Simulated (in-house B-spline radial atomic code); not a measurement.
A calculation on Se IV (Se3+): its settings, and results tabulated from the run. Method: Dirac-Hartree-Fock, average of configuration, Fermi nucleus of rms radius 4.14 fm, inside a hard spherical wall at 6.48 bohr. Calculated with an all-electron radial atomic-structure program (B-spline basis).

Command:
```bash
python run_scf.py task.json out
```
Settings (nuclear radius in fm, mass in u):
```
Z                34
configuration    [Ar] 3d10 4s2 4p1
hamiltonian      dirac
method           hf
spin_polarised   False
nucleus          fermi
rms_radius       4.14
atomic_mass      79.91652
speed_of_light   137.035999084
wall_radius      6.48
```

Output (hartree, bohr):
```
 radial grid: 64 intervals, B-splines of order 8, outer radius 6.48 bohr

 iter        energy (Eh)    residual
    1      -2424.7833458    4.65e-01
    2      -2425.8347049    1.80e-01
    3      -2426.3779980    3.17e-02
    4      -2426.3960902    5.15e-03
    5      -2426.3965280    3.54e-03
    6      -2426.3967505    2.16e-04
    7      -2426.3967516    1.83e-05
    8      -2426.3967516    1.36e-06
    9      -2426.3967516    1.12e-07

 total energy                    -2426.396752
 kinetic                           2485.64927
 electron-nucleus                 -5821.06091
 electron-electron                  909.01489

 first-order corrections (not in the total)
   Gaunt                            1.29245
   retardation                     -0.12212
   frequency dependence            -0.00532
   self-energy                      0.86650
   Uehling                         -0.08605
   Wichmann-Kroll                   0.00087

 orbital      occ     eigenvalue          <r>       <r^2>       <1/r>     <1/r^3>       r_max    small
 1s1/2      2.000     -469.73368    0.0440624  0.00261422     34.5659           -      0.0288  1.52e-02
 2s1/2      2.000      -63.71935     0.195005   0.0449137     7.71492           -      0.1642  3.00e-03
 2p1/2      2.000      -57.06154      0.16851    0.034863     7.64525           -      0.1297  2.97e-03
 2p3/2      4.000      -55.51152     0.172246   0.0362992     7.41245     1174.05      0.1328  2.90e-03
 3s1/2      2.000      -10.55899     0.570596    0.374205     2.50439           -      0.5013  7.07e-04
 3p1/2      2.000       -8.21211     0.581021    0.395299     2.37542           -      0.4957  6.52e-04
 3p3/2      4.000       -7.98341     0.590777    0.408508     2.32238     165.478      0.5039  6.36e-04
 3d3/2      4.000       -3.95354     0.618565    0.472691     2.05065     20.3452      0.4543  5.16e-04
 3d5/2      6.000       -3.91792     0.622687     0.47893     2.03599     19.7218      0.4571  5.11e-04
 4s1/2      2.000       -1.98232       1.6698     3.14742    0.781106           -       1.464  1.06e-04
 4p1/2      0.333       -1.55798      1.88748     4.03591    0.682819           -       1.643  8.47e-05
 4p3/2      0.667       -1.53780      1.91051     4.13272    0.673145     14.9075       1.665  8.31e-05
```

Cost of the run: 0.91 s on 1 thread of Arm Neoverse V1, with other jobs on the host.

For the Dirac Hamiltonian the kinetic term is c α·p + (β - 1)c².
